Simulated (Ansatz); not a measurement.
## Worked example: the enthalpy of C3H7Br + CBrCl3 → C3H7Cl + CBr2Cl2

Species: C3H7Br (2-bromopropane) `CC(C)Br`, singlet; CBrCl3 (bromotrichloromethane) `ClC(Cl)(Cl)Br`, singlet; C3H7Cl (2-chloropropane) `CC(C)Cl`, singlet; CBr2Cl2 (dibromodichloromethane) `ClC(Cl)(Br)Br`, singlet. The partners trade Br for Cl; both sit on C, so the bond types are kept.

Shapes, held fixed at every level: PBE0-D4/def2-TZVP. Programs: Ansatz 0.2.0. The zero-point and thermal terms to 298 K, harmonic and unscaled (PBE0-D4/def2-TZVP), stand in the table.

At HF/def2-SVP; 1 Eh = 2625.50 kJ/mol:

| species | energy (Eh) | H(298 K) − E (kJ/mol) | tabulated ΔfH (kJ/mol) |
| --- | --- | --- | --- |
| C3H7Br | -2689.703108 | 264.0 | -99.4 |
| CBrCl3 | -3987.944473 | 41.6 | -43.0 |
| C3H7Cl | -576.956460 | 265.0 | -144.9 |
| CBr2Cl2 | -6100.689277 | 40.7 | +3.4 |

Work out the reaction enthalpy at 298 K from the calculation and from the table of heats.


1. Electronic: (-576.956460) + (-6100.689277) − [(-2689.703108) + (-3987.944473)] = 0.001844 Eh = +4.8 kJ/mol.
2. Zero-point and thermal: (265.0) + (40.7) − [(264.0) + (41.6)] = +0.1 kJ/mol.
3. Computed ΔH = +4.9 kJ/mol.
4. From the heats of formation (Active Thermochemical Tables, CRC Handbook of Chemistry and Physics): (-144.9) + (3.4) − [(-99.4) + (-43.0)] = +0.9 kJ/mol.
5. Computed less tabulated: +4.0 kJ/mol. Tabulated heats carry uncertainties of their own.

Relativity is left out for Br unless named.
